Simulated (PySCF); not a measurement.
## Energy of Mn²⁺ (manganese, charge +2) between two integer charges

The 3d alpha orbital of [Ar] 3d5 is emptied in steps (occupation f), with all orbitals relaxed, ending at [Ar] 3d4. Calculation: PySCF 2.14, in def2-TZVP; the non-relativistic Hamiltonian (point nucleus). The exact energy is a straight line in f; departures are measured from the line between the end points of the same method.

```
   f  UHF (eV)  LDA (eV)  PBE (eV)
   1     0.000     0.000     0.000
0.75     0.438    -1.595    -1.557
 0.5     0.562    -2.152    -2.097
0.25     0.407    -1.632    -1.587
   0     0.000     0.000     0.000
```

**Question.** For UHF, how does the orbital energy at f = 1 compare with the removal energy?

**Answer.** −ε = 35.058 eV against a total-energy difference of 32.630 eV. By Janak's theorem ε = ∂E/∂f, so the gap between them reflects the curvature. Along the path −ε is 33.731 (f = 0.75), 32.548 (f = 0.5), 31.488 (f = 0.25) eV.

```
method  E(f=0) − E(f=1) (eV)  −ε at f=1 (eV)  −ε at f=0.5 (eV)
   UHF                32.630          35.058            32.548
   LDA                34.619          26.219            34.520
   PBE                34.231          26.016            34.152
```

Reference removal energy between the ground levels: 33.668 ± 0.012 eV (measured; NIST Atomic Spectra Database, ionization energies). The calculation has no spin-orbit coupling. The determinant left behind need not be the lowest term of the ion. UHF lacks correlation.
